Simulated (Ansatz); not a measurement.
Born–Oppenheimer molecular dynamics of C3H9AlSi (14 atoms, charge 0, multiplicity 1). It starts from a relaxed structure.

Theory: RKS PBE/def2-SVP (Ansatz 0.2.0).

* ensemble: NVT, Nosé–Hoover chain
* time step: 0.25 fs
* steps asked: 100
* set temperature: 300 K
* thermostat: time constant 100 fs, chain length 5
* temperature schedule: 25 steps to 300 K, then 75 steps to 600 K
* seed: 704629

Frames 0.25 fs apart, positions in Å, forces in eV/Å.

Velocities at 12.5 fs (Å/ps):

```
C 2.11 -4.38 0.25
Al 0.45 -0.71 -1.03
C -2.84 -0.22 -2.07
C 2.71 1.86 5.05
Si -1.92 1.64 -0.11
H 0.38 19.64 1.55
H -10.75 0.52 10.29
H 2.22 2.85 -5.04
H 8.42 11.61 10.12
H 11.38 -8.42 9.82
H -18.30 -13.44 -11.49
H -1.98 7.75 -6.85
H 19.72 -21.14 -17.10
H 6.94 6.68 0.73
```

```xyz
14
Properties=species:S:1:pos:R:3:forces:R:3 time_fs=12.5 energy_less_start_eV=0.241 T=146
C -1.728 1.672 -0.475 -0.23 -0.18 0.75
Al -0.161 0.636 0.022 0.24 0.58 -0.40
C 1.291 0.202 1.300 -0.14 0.29 -0.56
C 0.443 -1.030 0.909 0.49 -0.19 0.53
Si 0.669 -1.624 -0.812 -0.07 0.06 0.31
H -2.185 1.876 0.527 -0.15 0.10 -0.30
H -1.536 2.640 -0.960 0.10 0.14 -0.14
H -2.453 1.080 -1.060 -0.10 0.02 -0.10
H 2.339 0.304 0.938 -0.17 -0.19 0.26
H 1.150 0.617 2.326 0.01 -0.35 -0.24
H 0.007 -1.589 1.750 -0.19 -0.30 -0.20
H 2.021 -1.771 -1.432 0.20 -0.38 -0.11
H 0.731 -0.015 -1.405 -0.39 -0.22 0.00
H -0.343 -2.649 -1.371 0.40 0.61 0.21
14
Properties=species:S:1:pos:R:3:forces:R:3 time_fs=12.8 energy_less_start_eV=0.237 T=148
C -1.727 1.671 -0.475 -0.26 -0.14 0.79
Al -0.161 0.636 0.022 0.26 0.57 -0.41
C 1.290 0.202 1.300 -0.06 0.33 -0.49
C 0.443 -1.029 0.910 0.46 -0.23 0.49
Si 0.669 -1.623 -0.812 -0.02 0.08 0.32
H -2.185 1.881 0.527 -0.14 0.06 -0.33
H -1.538 2.641 -0.957 0.12 0.15 -0.16
H -2.452 1.081 -1.062 -0.11 0.01 -0.09
H 2.341 0.307 0.941 -0.22 -0.21 0.26
H 1.153 0.615 2.328 0.00 -0.35 -0.28
H 0.002 -1.593 1.747 -0.16 -0.27 -0.21
H 2.021 -1.770 -1.434 0.20 -0.40 -0.10
H 0.736 -0.020 -1.409 -0.42 -0.19 0.03
H -0.342 -2.647 -1.371 0.37 0.58 0.20
14
Properties=species:S:1:pos:R:3:forces:R:3 time_fs=13.0 energy_less_start_eV=0.234 T=150
C -1.727 1.670 -0.475 -0.29 -0.10 0.82
Al -0.161 0.636 0.022 0.27 0.56 -0.41
C 1.290 0.202 1.299 0.00 0.37 -0.43
C 0.444 -1.029 0.911 0.43 -0.28 0.45
Si 0.668 -1.623 -0.812 0.03 0.09 0.33
H -2.185 1.886 0.527 -0.13 0.02 -0.36
H -1.541 2.641 -0.955 0.14 0.16 -0.19
H -2.452 1.081 -1.063 -0.12 0.01 -0.08
H 2.343 0.310 0.943 -0.27 -0.24 0.25
H 1.156 0.613 2.330 -0.02 -0.36 -0.32
H -0.002 -1.596 1.744 -0.13 -0.23 -0.22
H 2.021 -1.768 -1.435 0.19 -0.41 -0.09
H 0.740 -0.025 -1.413 -0.45 -0.16 0.05
H -0.339 -2.645 -1.371 0.34 0.56 0.19
14
Properties=species:S:1:pos:R:3:forces:R:3 time_fs=13.2 energy_less_start_eV=0.231 T=152
C -1.726 1.669 -0.475 -0.31 -0.05 0.84
Al -0.161 0.636 0.021 0.29 0.55 -0.42
C 1.289 0.202 1.299 0.06 0.40 -0.36
C 0.445 -1.028 0.913 0.39 -0.32 0.41
Si 0.668 -1.623 -0.812 0.09 0.11 0.34
H -2.185 1.891 0.527 -0.12 -0.02 -0.38
H -1.544 2.641 -0.953 0.16 0.16 -0.21
H -2.451 1.082 -1.064 -0.13 0.00 -0.07
H 2.344 0.312 0.946 -0.31 -0.26 0.25
H 1.159 0.610 2.333 -0.03 -0.36 -0.35
H -0.007 -1.600 1.741 -0.10 -0.20 -0.23
H 2.020 -1.767 -1.437 0.19 -0.42 -0.08
H 0.745 -0.031 -1.417 -0.48 -0.12 0.08
H -0.337 -2.643 -1.370 0.30 0.53 0.17
14
Properties=species:S:1:pos:R:3:forces:R:3 time_fs=13.5 energy_less_start_eV=0.229 T=153
C -1.726 1.668 -0.474 -0.34 -0.01 0.85
Al -0.160 0.635 0.021 0.30 0.54 -0.42
C 1.288 0.202 1.298 0.12 0.43 -0.30
C 0.445 -1.028 0.914 0.36 -0.37 0.37
Si 0.667 -1.622 -0.812 0.16 0.13 0.36
H -2.185 1.896 0.527 -0.11 -0.06 -0.40
H -1.546 2.642 -0.951 0.17 0.16 -0.22
H -2.451 1.083 -1.066 -0.13 0.00 -0.06
H 2.346 0.315 0.949 -0.34 -0.28 0.24
H 1.162 0.607 2.334 -0.04 -0.35 -0.37
H -0.012 -1.604 1.738 -0.07 -0.17 -0.23
H 2.020 -1.766 -1.439 0.18 -0.43 -0.06
H 0.749 -0.037 -1.421 -0.51 -0.09 0.10
H -0.335 -2.640 -1.370 0.26 0.49 0.16
14
Properties=species:S:1:pos:R:3:forces:R:3 time_fs=13.8 energy_less_start_eV=0.228 T=154
C -1.725 1.667 -0.474 -0.36 0.04 0.86
Al -0.160 0.635 0.021 0.31 0.53 -0.42
C 1.288 0.202 1.297 0.17 0.46 -0.24
C 0.446 -1.028 0.915 0.32 -0.42 0.33
Si 0.667 -1.622 -0.812 0.23 0.15 0.37
H -2.186 1.901 0.526 -0.10 -0.09 -0.41
H -1.548 2.642 -0.948 0.19 0.15 -0.24
H -2.451 1.084 -1.067 -0.14 0.00 -0.05
H 2.347 0.317 0.952 -0.37 -0.30 0.23
H 1.164 0.604 2.336 -0.06 -0.35 -0.39
H -0.017 -1.608 1.734 -0.04 -0.13 -0.24
H 2.020 -1.765 -1.441 0.16 -0.44 -0.05
H 0.752 -0.042 -1.426 -0.54 -0.06 0.12
H -0.332 -2.637 -1.369 0.22 0.45 0.14
14
Properties=species:S:1:pos:R:3:forces:R:3 time_fs=14.0 energy_less_start_eV=0.227 T=155
C -1.725 1.665 -0.474 -0.38 0.10 0.85
Al -0.160 0.635 0.021 0.32 0.52 -0.41
C 1.287 0.202 1.297 0.21 0.48 -0.19
C 0.447 -1.027 0.917 0.28 -0.47 0.28
Si 0.666 -1.621 -0.812 0.30 0.18 0.39
H -2.186 1.906 0.525 -0.10 -0.13 -0.42
H -1.550 2.643 -0.947 0.20 0.13 -0.25
H -2.451 1.084 -1.069 -0.14 0.00 -0.04
H 2.349 0.319 0.956 -0.39 -0.32 0.21
H 1.167 0.601 2.337 -0.08 -0.34 -0.39
H -0.022 -1.612 1.730 0.00 -0.10 -0.25
H 2.020 -1.764 -1.443 0.15 -0.45 -0.03
H 0.756 -0.048 -1.430 -0.56 -0.02 0.13
H -0.329 -2.633 -1.368 0.18 0.41 0.11
14
Properties=species:S:1:pos:R:3:forces:R:3 time_fs=14.2 energy_less_start_eV=0.226 T=155
C -1.724 1.664 -0.473 -0.40 0.15 0.83
Al -0.160 0.635 0.020 0.33 0.51 -0.41
C 1.286 0.202 1.296 0.25 0.50 -0.14
C 0.448 -1.027 0.918 0.24 -0.51 0.23
Si 0.666 -1.621 -0.812 0.38 0.20 0.41
H -2.186 1.911 0.524 -0.09 -0.16 -0.42
H -1.553 2.644 -0.945 0.22 0.11 -0.26
H -2.451 1.085 -1.070 -0.13 0.00 -0.02
H 2.349 0.321 0.959 -0.40 -0.34 0.20
H 1.170 0.597 2.338 -0.10 -0.32 -0.40
H -0.027 -1.616 1.727 0.03 -0.06 -0.25
H 2.021 -1.764 -1.445 0.14 -0.45 -0.02
H 0.759 -0.054 -1.434 -0.59 0.01 0.15
H -0.327 -2.630 -1.367 0.13 0.36 0.09
14
Properties=species:S:1:pos:R:3:forces:R:3 time_fs=14.5 energy_less_start_eV=0.227 T=155
C -1.724 1.663 -0.473 -0.42 0.21 0.81
Al -0.160 0.635 0.020 0.34 0.50 -0.40
C 1.286 0.203 1.296 0.28 0.51 -0.09
C 0.449 -1.026 0.920 0.20 -0.56 0.18
Si 0.665 -1.621 -0.812 0.46 0.23 0.43
H -2.187 1.916 0.523 -0.09 -0.19 -0.41
H -1.554 2.644 -0.943 0.23 0.09 -0.26
H -2.451 1.086 -1.072 -0.13 0.00 -0.01
H 2.350 0.323 0.963 -0.40 -0.35 0.18
H 1.173 0.594 2.339 -0.11 -0.30 -0.39
H -0.032 -1.620 1.723 0.06 -0.03 -0.25
H 2.021 -1.764 -1.447 0.12 -0.46 0.00
H 0.761 -0.059 -1.438 -0.61 0.04 0.16
H -0.324 -2.626 -1.367 0.07 0.32 0.06
14
Properties=species:S:1:pos:R:3:forces:R:3 time_fs=14.8 energy_less_start_eV=0.227 T=155
C -1.724 1.662 -0.473 -0.44 0.27 0.77
Al -0.160 0.635 0.020 0.35 0.49 -0.40
C 1.285 0.203 1.295 0.30 0.52 -0.05
C 0.449 -1.026 0.921 0.17 -0.61 0.13
Si 0.665 -1.620 -0.812 0.55 0.26 0.45
H -2.187 1.920 0.521 -0.10 -0.22 -0.40
H -1.556 2.645 -0.942 0.24 0.06 -0.27
H -2.451 1.087 -1.073 -0.12 0.00 0.01
H 2.351 0.324 0.967 -0.40 -0.37 0.15
H 1.175 0.590 2.340 -0.13 -0.28 -0.38
H -0.037 -1.624 1.719 0.09 0.00 -0.25
H 2.021 -1.764 -1.449 0.10 -0.46 0.01
H 0.764 -0.065 -1.441 -0.62 0.07 0.17
H -0.321 -2.622 -1.366 0.02 0.26 0.04
14
Properties=species:S:1:pos:R:3:forces:R:3 time_fs=15.0 energy_less_start_eV=0.229 T=154
C -1.723 1.661 -0.472 -0.46 0.32 0.73
Al -0.159 0.635 0.019 0.36 0.48 -0.39
C 1.284 0.203 1.294 0.32 0.53 -0.01
C 0.450 -1.026 0.922 0.13 -0.65 0.07
Si 0.664 -1.620 -0.812 0.64 0.30 0.47
H -2.188 1.925 0.520 -0.10 -0.25 -0.38
H -1.558 2.646 -0.940 0.25 0.03 -0.27
H -2.451 1.087 -1.075 -0.12 0.01 0.03
H 2.351 0.325 0.970 -0.39 -0.38 0.13
H 1.178 0.586 2.340 -0.15 -0.26 -0.36
H -0.042 -1.629 1.714 0.12 0.04 -0.25
H 2.022 -1.764 -1.451 0.08 -0.47 0.03
H 0.766 -0.071 -1.445 -0.64 0.10 0.18
H -0.318 -2.617 -1.365 -0.04 0.21 0.01
14
Properties=species:S:1:pos:R:3:forces:R:3 time_fs=15.2 energy_less_start_eV=0.230 T=153
C -1.723 1.660 -0.472 -0.48 0.38 0.68
Al -0.159 0.635 0.019 0.37 0.46 -0.38
C 1.284 0.203 1.294 0.33 0.53 0.03
C 0.451 -1.026 0.924 0.09 -0.69 0.01
Si 0.664 -1.619 -0.812 0.72 0.33 0.50
H -2.188 1.929 0.518 -0.11 -0.27 -0.35
H -1.560 2.647 -0.939 0.26 -0.01 -0.27
H -2.451 1.088 -1.076 -0.11 0.01 0.04
H 2.351 0.327 0.974 -0.37 -0.39 0.10
H 1.180 0.582 2.341 -0.17 -0.24 -0.33
H -0.046 -1.633 1.710 0.15 0.07 -0.24
H 2.022 -1.765 -1.453 0.06 -0.47 0.05
H 0.767 -0.076 -1.449 -0.66 0.14 0.19
H -0.315 -2.613 -1.364 -0.10 0.15 -0.02
```

Of the whole run (25 fs, mean temperature of the second half 153 K): The conserved energy stayed within 0.019 meV per atom of its start (net change 0.01 meV per atom), so the integration is sound. The schedule's set-point averaged 500 K over the second half and the system 153 K, so it lags behind the ramp. A run of 0.025 ps of so small a system gives no equilibrium averages.

Run time: 4.7 min on 2 threads of Arm Neoverse N1 (shared host), peak memory 0.16 GiB.
